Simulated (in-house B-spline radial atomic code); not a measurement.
## RPA and G0W0 on TPSS: Al2+

Configuration [Ne] 3s1, highest spin, mean-field start TPSS. Computed with an all-electron radial atomic-structure program (B-spline basis): all electrons, non-relativistic, point nucleus, each spin shell either full or empty, empty states to l = 9 with an (l + 1/2)⁻⁴ tail; G0W0 by contour deformation at full frequency.

RPA overbinds a lone outer s electron by self-correlation, and G0W0 tends to as well.

Command:
```bash
python run_gw.py task.json out
```
Settings (radii: box in bohr, nucleus in fm):
```
Z                        13
electrons                11
configuration            [Ne] 3s1
hamiltonian              nr
method                   tpss,tpss
lmax                     9
spin_polarised           True
box_radius               17.55
intervals                48
ion_configuration        [He] 2s2 2p6
```

Cost of the run: 1.9 s on 1 thread of Arm Neoverse V1 (shared host).

Energies (hartree):

```json
{"term": "mean-field total", "value": "-241.47768"}
{"term": "Hartree-Fock functional on these orbitals", "value": "-241.02517"}
{"term": "direct second order", "value": "-0.7301"}
{"term": "second-order exchange", "value": "0.27384"}
{"term": "SOSEX correction", "value": "0.2474"}
```

Q: What is the RPA correlation energy, and what remains with SOSEX?

A: RPA gives -0.64284 hartree (-1.59 eV per electron); RPA + SOSEX gives -0.39544, and the second-order doubles -0.45626 hartree (no singles). RPA lacks exchange-type terms and so overcorrelates at short range.

Quasi-particle levels (eV):

```csv
level,occupied,mean field,Σx - vxc,Σc,QP weight,G0W0
3s up,yes,-24.393,-3.71,?,?,?
3s down,no,-21.875,5.06,-2.04,0.907,-18.849
```

G0W0 = mean field + (Σx - vxc) + Σc, with Σc (partial-wave tail included) taken at the quasi-particle energy. Only the outer levels were computed. Levels of low weight are left out.

Q: Where does G0W0 put 3s up?

A: At -29.158 eV, with Σc = -1.06 eV and a quasi-particle weight of 0.947. The tabulated removal energy is 28.448 eV (NIST, measured); the calculation leaves out relativity, Breit and QED terms, and what these don't explain is the method's own error.

Q: What does it cost to remove one electron (to [He] 2s2 2p6) by differences of total energies, each species on its own start (correlation terms add to the Hartree-Fock functional)?

A: TPSS 28.505 eV, Hartree-Fock functional 28.013 eV, + RPA 29.058 eV, + RPA + SOSEX 28.349 eV, + second order 28.468 eV. Tabulated: 28.448 eV (NIST, measured); the calculation leaves out relativity, Breit and QED terms, and what these don't explain is the method's own error.
